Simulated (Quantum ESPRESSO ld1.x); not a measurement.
The cerium ion Ce3+, 55 electrons, occupied as [Xe] 4f1. Calculated with ld1.x of Quantum ESPRESSO 7.5: Dirac Kohn-Sham, relativistic LDA (MacDonald-Vosko exchange, VWN5 correlation), spin-unpolarised, spherical densities, point nucleus; open shells are shared between the two j in proportion to 2j + 1.

Radial electron density D(r) = 4 pi r^2 rho(r):

```
   r/bohr * D(r) (the largest magnitude, 99.7, reaches the edge; | marks zero)
 0.003038 |        *
 0.003481 |          *
 0.003988 |            *
 0.004606 |               *
 0.005277 |                  *
 0.006094 |                     *
 0.006982 |                         *
 0.007999 |                             *
 0.009238 |                                *
  0.01058 |                                    *
  0.01222 |                                       *
    0.014 |                                         *
  0.01604 |                                          *
  0.01853 |                                          *
  0.02123 |                                         *
  0.02452 |                                       *
  0.02809 |                                      *
  0.03218 |                                     *
  0.03716 |                                     *
  0.04258 |                                       *
  0.04917 |                                           *
  0.05633 |                                                *
  0.06454 |                                                    *
  0.07454 |                                                      *
   0.0854 |                                                     *
  0.09784 |                                                 *
    0.113 |                                            *
   0.1295 |                                        *
   0.1495 |                                        *
   0.1713 |                                          *
   0.1962 |                                              *
   0.2266 |                                              *
   0.2596 |                                         *
   0.2999 |                                *
   0.3435 |                       *
   0.3936 |                 *
   0.4546 |                *
   0.5208 |                  *
   0.6014 |                   *
    0.689 |                 *
   0.7894 |             *
   0.9117 |         *
    1.045 |      *
    1.206 |    *
    1.382 |    *
    1.583 |   *
    1.829 |  *
    2.095 | *
    2.419 |*
    2.772 *
    3.176 *
    3.668 *
    4.202 *
    4.853 *
     5.56 *
```

D(r) has 4 maxima, at r = 0.0174, 0.0757, 0.214, 0.592 bohr, and minima at 0.0335, 0.141, 0.437 bohr, inside which lie 2.02, 11.21, 29.06 electrons.
